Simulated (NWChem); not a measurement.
All runs are NWChem calculations. System: BF, charge 0, spin multiplicity 1, at a geometry optimised with B3LYP/def2-SVP. The structure started from a generated list of species. Level: MP2/cc-pVTZ, 2 core orbitals frozen.

Job file:

```
start mol
memory heap 200 mb stack 900 mb global 1100 mb
geometry units angstroms nocenter noautoz
  B      0.000000     0.000000    -0.812271
  F      0.000000     0.000000     0.451262
  symmetry group C2v
end
basis spherical
  * library cc-pvtz
end
scf
  rhf
  nopen 0
  maxiter 100
  thresh 1e-7
  semidirect memsize 60000000 filesize 0
end
mp2
  freeze core 2
end
task mp2 energy
```

Output (cleaned and shortened):

```
             Northwest Computational Chemistry Package (NWChem) 7.3.0
             --------------------------------------------------------

                                NWChem Input Module
                                -------------------

 Scaling coordinates for geometry "geometry" by  1.889725989
 (inverse scale =  0.529177249)

 Turning off AUTOSYM since
 SYMMETRY directive was detected!

                             Geometry "geometry" -> ""
                             -------------------------

 Output coordinates in angstroms (scale by  1.889725989 to convert to a.u.)

  No.       Tag          Charge          X              Y              Z
 ---- ---------------- ---------- -------------- -------------- --------------
    1 B                    5.0000     0.00000000     0.00000000    -0.81227100
    2 F                    9.0000     0.00000000     0.00000000     0.45126200

 Effective nuclear repulsion energy (a.u.)      18.8463429170

            Nuclear Dipole moment (a.u.)
            ----------------------------
        X                 Y               Z
 ---------------- ---------------- ----------------
     0.0000000000     0.0000000000     0.0000056692

      Symmetry information
      --------------------

 Group name             C2v
 Group number             16
 Group order               4
 No. of unique centers     2

      Symmetry unique atoms

     1    2


 Summary of "ao basis" -> "" (spherical)
 ------------------------------------------------------------------------------
       Tag                 Description            Shells   Functions and Types
 ---------------- ------------------------------  ------  ---------------------
 *                          cc-pvtz                   on all atoms

 Summary of "ao basis" -> "ao basis" (spherical)
 ------------------------------------------------------------------------------
       Tag                 Description            Shells   Functions and Types
 ---------------- ------------------------------  ------  ---------------------
 B                          cc-pvtz                 10       30   4s3p2d1f
 F                          cc-pvtz                 10       30   4s3p2d1f

                                 NWChem SCF Module
                                 -----------------

  ao basis        = "ao basis"
  functions       =    60
  atoms           =     2
  closed shells   =     7
  open shells     =     0
  charge          =   0.00
  wavefunction    = RHF
  use symmetry    = T
  symmetry adapt  = T

 Summary of "ao basis" -> "ao basis" (spherical)
 ------------------------------------------------------------------------------
       Tag                 Description            Shells   Functions and Types
 ---------------- ------------------------------  ------  ---------------------
 B                          cc-pvtz                 10       30   4s3p2d1f
 F                          cc-pvtz                 10       30   4s3p2d1f

      Symmetry analysis of basis
      --------------------------

        a1         26
        a2          6
        b1         14
        b2         14

 Forming initial guess at       0.1s

      Superposition of Atomic Density Guess
      -------------------------------------

 Sum of atomic energies:        -123.94638824

      Non-variational initial energy
      ------------------------------

 Total energy =    -124.188394
 1-e energy   =    -208.530289
 2-e energy   =      65.495552
 HOMO         =      -0.316346
 LUMO         =       0.047406

      Symmetry analysis of molecular orbitals - initial
      -------------------------------------------------

 !! scf_movecs_sym_adapt:   40 vectors were symmetry contaminated

  Symmetry fudging

 !! scf_movecs_sym_adapt:   38 vectors were symmetry contaminated

  Numbering of irreducible representations:

     1 a1          2 a2          3 b1          4 b2

  Orbital symmetries:

     1 a1          2 a1          3 a1          4 a1          5 b2
     6 b1          7 a1          8 b2          9 b1         10 a1
    11 a1         12 b1         13 b2         14 a1         15 a1
    16 a2         17 b2

 Starting SCF solution at       0.4s

 ----------------------------------------------
         Quadratically convergent ROHF

 Convergence threshold     :          1.000E-07
 Maximum no. of iterations :          100
 Final Fock-matrix accuracy:          1.000E-09
 ----------------------------------------------

              iter       energy          gnorm     gmax       time
             ----- ------------------- --------- --------- --------
                 1     -124.1288967420  6.88D-01  1.83D-01      0.4
                 2     -124.1528127415  2.09D-01  6.89D-02      0.4
                 3     -124.1558091346  1.30D-02  3.63D-03      0.4
                 4     -124.1558282397  9.01D-05  2.49D-05      0.5
                 5     -124.1558282405  6.92D-09  2.38D-09      0.5

       Final RHF  results
       ------------------

         Total SCF energy =   -124.155828240478
      One-electron energy =   -208.939647998598
      Two-electron energy =     65.937476841088
 Nuclear repulsion energy =     18.846342917032

        Time for solution =      0.1s

       Symmetry analysis of molecular orbitals - final
       -----------------------------------------------

  Numbering of irreducible representations:

     1 a1          2 a2          3 b1          4 b2

  Orbital symmetries:

     1 a1          2 a1          3 a1          4 a1          5 b2
     6 b1          7 a1          8 b2          9 b1         10 a1
    11 a1         12 b2         13 b1         14 a1         15 a1
    16 a2         17 b1

             Final eigenvalues
             -----------------

              1
    1  -26.3788
    2   -7.7078
    3   -1.6993
    4   -0.8536
    5   -0.7443
    6   -0.7443
    7   -0.4043
    8    0.0917
    9    0.0917
   10    0.1914
   11    0.3211
   12    0.3327
   13    0.3327
   14    0.5358
   15    0.5395
   16    0.5395
   17    0.6631

                       ROHF Final Molecular Orbital Analysis
                       -------------------------------------

 Vector    5  Occ=2.000000D+00  E=-7.442656D-01  Symmetry=b2
              MO Center=  5.3D-33,  2.7D-18,  3.7D-01, r^2= 5.3D-01
   Bfn.  Coefficient  Atom+Function         Bfn.  Coefficient  Atom+Function
  ----- ------------  ---------------      ----- ------------  ---------------
    39      0.458284  2 F  py                36      0.366023  2 F  py
    42      0.303455  2 F  py

 Vector    6  Occ=2.000000D+00  E=-7.442656D-01  Symmetry=b1
              MO Center=  6.1D-18,  2.0D-32,  3.7D-01, r^2= 5.3D-01
   Bfn.  Coefficient  Atom+Function         Bfn.  Coefficient  Atom+Function
  ----- ------------  ---------------      ----- ------------  ---------------
    38      0.458284  2 F  px                35      0.366023  2 F  px
    41      0.303455  2 F  px

 Vector    7  Occ=2.000000D+00  E=-4.043052D-01  Symmetry=a1
              MO Center= -2.6D-16, -1.1D-16, -1.2D+00, r^2= 1.3D+00
   Bfn.  Coefficient  Atom+Function         Bfn.  Coefficient  Atom+Function
  ----- ------------  ---------------      ----- ------------  ---------------
     4      0.476153  1 B  s                  2      0.452382  1 B  s
    10     -0.216942  1 B  pz                 7     -0.187729  1 B  pz

 Vector    8  Occ=0.000000D+00  E= 9.170487D-02  Symmetry=b2
              MO Center= -4.2D-32, -1.1D-16, -8.8D-01, r^2= 3.4D+00
   Bfn.  Coefficient  Atom+Function         Bfn.  Coefficient  Atom+Function
  ----- ------------  ---------------      ----- ------------  ---------------
    12      0.809744  1 B  py                42     -0.247722  2 F  py
     9      0.234524  1 B  py                 6      0.205315  1 B  py

 Vector    9  Occ=0.000000D+00  E= 9.170487D-02  Symmetry=b1
              MO Center= -1.8D-15, -8.5D-32, -8.8D-01, r^2= 3.4D+00
   Bfn.  Coefficient  Atom+Function         Bfn.  Coefficient  Atom+Function
  ----- ------------  ---------------      ----- ------------  ---------------
    11      0.809744  1 B  px                41     -0.247722  2 F  px
     8      0.234524  1 B  px                 5      0.205315  1 B  px

 Vector   10  Occ=0.000000D+00  E= 1.913859D-01  Symmetry=a1
              MO Center=  3.3D-17,  4.1D-17, -3.8D-01, r^2= 5.2D+00
   Bfn.  Coefficient  Atom+Function         Bfn.  Coefficient  Atom+Function
  ----- ------------  ---------------      ----- ------------  ---------------
    13      1.235140  1 B  pz                34     -0.745468  2 F  s
     4      0.732169  1 B  s

 center of mass
 --------------
 x =   0.00000000 y =   0.00000000 z =  -0.02325575

 moments of inertia (a.u.)
 ------------------
          39.738834308119           0.000000000000           0.000000000000
           0.000000000000          39.738834308119           0.000000000000
           0.000000000000           0.000000000000           0.000000000000

  Mulliken analysis of the total density
  --------------------------------------

    Atom       Charge   Shell Charges
 -----------   ------   -------------------------------------------------------
    1 B    5     4.87   1.96  0.92  0.18  0.75  0.37  0.45  0.09  0.07  0.05  0.03
    2 F    9     9.13   1.95  1.08  0.26  0.54  1.54  2.50  1.24  0.00  0.01  0.00

       Multipole analysis of the density wrt the origin
       ------------------------------------------------

     L   x y z        total         open         nuclear
     -   - - -        -----         ----         -------
     0   0 0 0     -0.000000      0.000000     14.000000

     1   1 0 0      0.000000      0.000000      0.000000
     1   0 1 0      0.000000      0.000000      0.000000
     1   0 0 1      0.346490      0.000000      0.000006

     2   2 0 0     -7.689302      0.000000      0.000000
     2   1 1 0      0.000000      0.000000      0.000000
     2   1 0 1     -0.000000      0.000000      0.000000
     2   0 2 0     -7.689302      0.000000      0.000000
     2   0 1 1      0.000000      0.000000      0.000000
     2   0 0 2    -10.853220      0.000000     18.325479

                   NWChem MP2 Semi-direct Energy/Gradient Module
                   ---------------------------------------------

  Basis functions       =     60
  Molecular orbitals    =     60
  Frozen core           =      2
  Frozen virtuals       =      0
  Active alpha occupied =      5
  Active beta occupied  =      5
  Active alpha virtual  =     53
  Active beta virtual   =     53
  Use MO symmetry       = T
  Use skeleton AO sym   = T

  AO/Fock/Back tols     =   1.0D-09  1.0D-09  1.0D-09

 GA uses MA = F    GA memory limited = T

 Available:
  local mem=  1.26D+08
 global mem=  1.44D+08
 local disk=  0.00D+00
  mp2_memr nvloc                    53
  nvloc new                    53
   1 passes of   5:        4194304                      20588                   1655059.
   1 passes of   5: M    126154087           G      144172000           F     121959783.

 Semi-direct pass number   1 of   1  for RHF alpha+beta  at        0.6s
  vrange nnbf                  1830
  mp2_eaftype                    10  avail_ma_in_mb                  1099
 EAF : mp2_eaftype filesize          10     827529.
  mp2_eaf for mointskh                     10
Node 0 wrote      3.9 Mb in      0.0 s     Agg I/O rate:  2303.3 Mb/s
 Done moints_semi at        1.3s
  mp2_eaftype                    10  avail_ma_in_mb                  1089
 EAF : mp2_eaftype filesize          10     827529.
  mp2_eaf for kh                    10
 Done maket at        1.3s
 Done multipass loop at        1.3s

          -------------------------------------------
          SCF energy                -124.155828240478
          Correlation energy          -0.322790839906
          Singlet pairs               -0.203460130734
          Triplet pairs               -0.119330709172
          Total MP2 energy          -124.478619080384
          -------------------------------------------

          ---------------------------------------------------
                    Spin Component Scaled (SCS) MP2
          Same spin pairs                     -0.079553806114
          Same spin scaling factor             0.333333333333
          Opposite spin pairs                 -0.243237033792
          Opposite spin scaling fact.          1.200000000000
          SCS-MP2 correlation energy          -0.318402375921
          Total SCS-MP2 energy              -124.474230616399
          ---------------------------------------------------

 -----------------------
 Performance information
 -----------------------

 Timer overhead =  2.05D-07 seconds/call

               Nr. of calls         CPU time (s)                 Wall time (s)                GFlops
             ---------------    -------------------     ------------------------------   -------------------
Name         Min   Avg   Max    Min     Avg     Max     Min     Avg     Max   Mx/calls   Min     Max     Sum
mp2: moin     1     1     1   0.74    0.74    0.74     0.74    0.74    0.74    0.74      0.0     0.0     0.0
mp2: make     1     1     1   3.53E-2 3.53E-2 3.53E-2  3.53E-2 3.53E-2 3.53E-2 3.53E-2   0.0     0.0     0.0
mp2: tota     1     1     1   0.83    0.83    0.83     0.83    0.83    0.83    0.83      0.0     0.0     0.0

 The average no. of pstat calls per process was 3.00D+00
 with a timing overhead of 6.16D-07s

 Task  times  cpu:        1.3s     wall:        1.3s

 Total times  cpu:        1.4s     wall:        1.4s
```
